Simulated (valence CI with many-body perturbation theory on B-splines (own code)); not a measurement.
Energy levels of K XIII

Computed by configuration interaction combined with many-body perturbation theory (CI+MBPT): five valence electrons over a frozen Dirac-Fock core [He], a basis of 11 s, 11 p, 10 d, 8 f, 5 g, 2 h functions for each j, with the one-electron correlation potential Σ1, the two-electron term Σ2, the three-electron term Σ3, Breit, model QED; selected CI, second order for the rest, scaled by the run's own slope (own B-spline code, finite nucleus).

No measured spectrum was set against this ion. As an estimate, levels of excited configurations hold to 0.05 to 0.15 % of their energy, terms of the ground configuration to about 0.5 %. Among the levels kept, up to 5500 cm⁻¹ of a level comes from second order outside the variational space, and about a tenth of that is noise between levels of different J, which matters for small intervals.

Levels 91 to 135 of 194, with energies above the lowest level, 2s²2p³ ⁴S°_3/2. "Leading %" is the weight of the configuration and term that name the level; weights of strongly mixed levels are sums over their largest components and can fall short. In the jj column 3d3/2^4 stands for four electrons in 3d with j = 3/2. Lifetimes count E1, E2, E3, M1 and M2 decay at the calculated energies, and are blank where another channel may lead or the interval is too uncertain; long ones can be off by a factor of two.

| No. | Configuration | Term | J | E (× 10³ cm⁻¹) | Leading % | Lifetime | g | Leading jj |
| --- | --- | --- | --- | --- | --- | --- | --- | --- |
| 91 | 2s2p³3d | ⁶D° | 3/2 | 3848.2 | 96 | 194 ps | 1.861 | 2s 2p1/2 2p3/2^2 3d3/2 (45 %) |
| 92 | 2s2p³3d | ⁶D° | 7/2 | 3848.3 | 99 | 456 ps | 1.586 | 2s 2p1/2 2p3/2^2 3d5/2 (33 %) |
| 93 | 2s2p³3d | ⁶D° | 9/2 | 3848.6 | 99 | 638 ps | 1.555 | 2s 2p1/2 2p3/2^2 3d5/2 (55 %) |
| 94 | 2s2p³3s | ⁴P° | 5/2 | 3849.4 | 88 | 2.78 ps | 1.573 | 2s 2p3/2^3 3s (59 %) |
| 95 | 2s2p³3s | ²P° | 1/2 | 3889.9 | 95 | 1.88 ps | 0.666 | 2s 2p1/2 2p3/2^2 3s (74 %) |
| 96 | 2s2p³3s | ²P° | 3/2 | 3891.3 | 92 | 1.84 ps | 1.314 | 2s 2p3/2^3 3s (47 %) |
| 97 | 2s2p³3p | ⁴D | 1/2 | 3896.3 | 86 | 7.08 ps | 0.100 | 2s 2p1/2 2p3/2^2 3p1/2 (34 %) |
| 98 | 2s2p³3p | ⁴D | 3/2 | 3896.7 | 74 | 4.65 ps | 1.194 | 2s 2p1/2 2p3/2^2 3p1/2 (48 %) |
| 99 | 2s2p³3p | ⁴D | 5/2 | 3900.0 | 79 | 100 ps | 1.305 | 2s 2p1/2 2p3/2^2 3p1/2 (53 %) |
| 100 | 2s2p³3p | ⁴D | 7/2 | 3903.2 | 75 | 75.4 ps | 1.381 | 2s 2p1/2 2p3/2^2 3p1/2 (54 %) |
| 101 | 2s2p³3p | ⁴F | 3/2 | 3905.5 | 53 | 2.10 ps | 0.820 | 2s 2p1/2 2p3/2^2 3p3/2 (32 %) |
| 102 | 2s2p³3p | ⁴F | 5/2 | 3909.0 | 75 | 54.8 ps | 1.103 | 2s 2p1/2 2p3/2^2 3p3/2 (31 %) |
| 103 | 2s2p³3p | ⁴F | 3/2 | 3909.1 | 38 | 2.32 ps | 0.938 | 2s 2p1/2 2p3/2^2 3p3/2 (53 %) |
| 104 | 2s2p³3p | ⁴F | 7/2 | 3911.0 | 73 | 124 ps | 1.287 | 2s 2p1/2 2p3/2^2 3p3/2 (67 %) |
| 105 | 2s2p³3p | ⁴F | 9/2 | 3912.7 | 99 | 202 ps | 1.333 | 2s 2p1/2 2p3/2^2 3p3/2 (99 %) |
| 106 | 2s2p³3p | ²P | 1/2 | 3913.0 | 84 | 1.01 ps | 0.587 | 2s 2p1/2 2p3/2^2 3p3/2 (51 %) |
| 107 | 2s2p³3d | ⁴D° | 5/2 | 3914.3 | 98 | 604 fs | 1.370 | 2s 2p1/2 2p3/2^2 3d5/2 (30 %) |
| 108 | 2s2p³3d | ⁴D° | 3/2 | 3914.5 | 99 | 609 fs | 1.199 | 2s 2p1/2 2p3/2^2 3d5/2 (42 %) |
| 109 | 2s2p³3d | ⁴D° | 1/2 | 3914.8 | 99 | 607 fs | 0.002 | 2s 2p1/2 2p3/2^2 3d5/2 (57 %) |
| 110 | 2s2p³3d | ⁴D° | 7/2 | 3914.9 | 99 | 582 fs | 1.427 | 2s 2p1/2 2p3/2^2 3d3/2 (30 %) |
| 111 | 2s2p³3p | ²F | 7/2 | 3925.7 | 96 | 1.12 ps | 1.148 | 2s 2p1/2 2p3/2^2 3p3/2 (52 %) |
| 112 | 2s2p³3p | ²F | 5/2 | 3926.7 | 95 | 1.09 ps | 0.868 | 2s 2p1/2 2p3/2^2 3p3/2 (44 %) |
| 113 | 2s2p³3p | ⁴P | 3/2 | 3954.1 | 81 | 19.5 ps | 1.772 | 2s 2p1/2 2p3/2^2 3p3/2 (53 %) |
| 114 | 2s2p³3p | ⁴P | 1/2 | 3957.2 | 97 | 33.2 ps | 2.659 | 2s 2p1/2 2p3/2^2 3p3/2 (40 %) |
| 115 | 2s2p³3p | ⁴P | 5/2 | 3957.6 | 97 | 13.1 ps | 1.594 | 2s 2p1/2 2p3/2^2 3p1/2 (54 %) |
| 116 | 2s2p³3p | ²D | 3/2 | 3970.4 | 86 | 828 fs | 0.857 | 2s 2p1/2 2p3/2^2 3p3/2 (46 %) |
| 117 | 2s2p³3p | ²D | 5/2 | 3971.3 | 94 | 890 fs | 1.206 | 2s 2p1/2 2p3/2^2 3p3/2 (67 %) |
| 118 | 2s2p³3p | ⁴S | 3/2 | 3984.9 | 81 | 30.0 ps | 1.941 | 2s 2p1/2 2p3/2^2 3p3/2 (39 %) |
| 119 | 2s2p³3p | ⁴D | 1/2 | 3986.3 | 94 | 15.7 ps | 0.034 | 2s 2p1/2 2p3/2^2 3p1/2 (82 %) |
| 120 | 2s2p³3s | ⁴S° | 3/2 | 3986.5 | 93 | 3.36 ps | 1.978 | 2s 2p1/2 2p3/2^2 3s (55 %) |
| 121 | 2s2p³3p | ⁴D | 3/2 | 3987.5 | 93 | 16.6 ps | 1.188 | 2s 2p1/2 2p3/2^2 3p1/2 (46 %) |
| 122 | 2s2p³3p | ⁴D | 5/2 | 3988.7 | 93 | 16.4 ps | 1.357 | 2s 2p1/2 2p3/2^2 3p3/2 (39 %) |
| 123 | 2s2p³3p | ⁴D | 7/2 | 3990.8 | 94 | 25.2 ps | 1.418 | 2s 2p3/2^3 3p3/2 (56 %) |
| 124 | 2s2p³3s | ²D° | 5/2 | 3994.8 | 96 | 1.78 ps | 1.202 | 2s 2p1/2 2p3/2^2 3s (75 %) |
| 125 | 2s2p³3s | ²D° | 3/2 | 3995.4 | 96 | 1.84 ps | 0.806 | 2s 2p1/2 2p3/2^2 3s (72 %) |
| 126 | 2s2p³3p | ²P | 1/2 | 4005.7 | 91 | 978 fs | 0.676 | 2s 2p1/2 2p3/2^2 3p3/2 (38 %) |
| 127 | 2s2p³3s | ²S° | 1/2 | 4010.0 | 90 | 875 fs | 1.921 | 2s 2p1/2 2p3/2^2 3s (55 %) |
| 128 | 2s2p³3p | ⁴P | 3/2 | 4013.4 | 53 | 1.86 ps | 1.516 | 2s 2p1/2 2p3/2^2 3p3/2 (48 %) |
| 129 | 2s2p³3p | ⁴P | 1/2 | 4013.5 | 96 | 5.96 ps | 2.612 | 2s 2p1/2 2p3/2^2 3p1/2 (52 %) |
| 130 | 2s2p³3p | ⁴P | 5/2 | 4015.0 | 91 | 7.93 ps | 1.570 | 2s 2p3/2^3 3p3/2 (26 %) |
| 131 | 2s2p³3p | ²P | 3/2 | 4015.4 | 50 | 1.57 ps | 1.487 | 2s 2p3/2^3 3p1/2 (40 %) |
| 132 | 2s2p³3p | ²D | 3/2 | 4019.4 | 96 | 1.07 ps | 0.813 | 2s 2p1/2 2p3/2^2 3p3/2 (62 %) |
| 133 | 2s2p³3p | ²D | 5/2 | 4023.5 | 88 | 1.03 ps | 1.215 | 2s 2p3/2^3 3p3/2 (43 %) |
| 134 | 2s2p³3d | ⁴F° | 3/2 | 4050.4 | 98 | 49.4 ps | 0.404 | 2s 2p1/2 2p3/2^2 3d3/2 (44 %) |
| 135 | 2s2p³3d | ⁴F° | 5/2 | 4051.8 | 94 | 28.2 ps | 1.013 | 2s 2p1/2 2p3/2^2 3d3/2 (51 %) |

Names give the largest LS component (configuration and term), which can be under half, so a name can repeat, a term be missing and a line seem to break the LS rules; names also repeat where a configuration has a term twice.

Where two levels of one J and parity lie close, their mixing, g and order are uncertain.
